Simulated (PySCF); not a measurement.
Working out the ionisation energy of Sn+

Sn+ [Kr] 4d10 5s2 5p1 (2P) → Sn(2+) [Kr] 4d10 5s2 (1S). Calculation: PySCF 2.14, in cc-pVTZ-PP with ECP28MDF; a scalar-relativistic core potential. Frozen: 4s2 4p6 4d10. Energies in hartree (1 hartree = 27.21139 eV):

```csv
part,Sn+ (lower),Sn(2+) (upper)
UHF,-213.088256,-212.583272
CCSD correlation,-0.044054,-0.034121
(T),-0.000664,0.000000
```

Question: What does Hartree-Fock give?

Answer: (-212.583272) − (-213.088256) = 0.504984 hartree = 13.741 eV.

Question: What do CCSD and CCSD(T) give?

Answer: The CCSD correlation energies differ by 0.009933 hartree = 0.270 eV and the triples by 0.000664 hartree = 0.018 eV, so CCSD gives 14.011 eV and CCSD(T) 14.029 eV.

Measured between the centres of the two terms (NIST): 14.282 eV, so CCSD(T) (valence) is off by -0.253 eV.

What remains against the reference includes basis incompleteness, the frozen core and higher excitations.
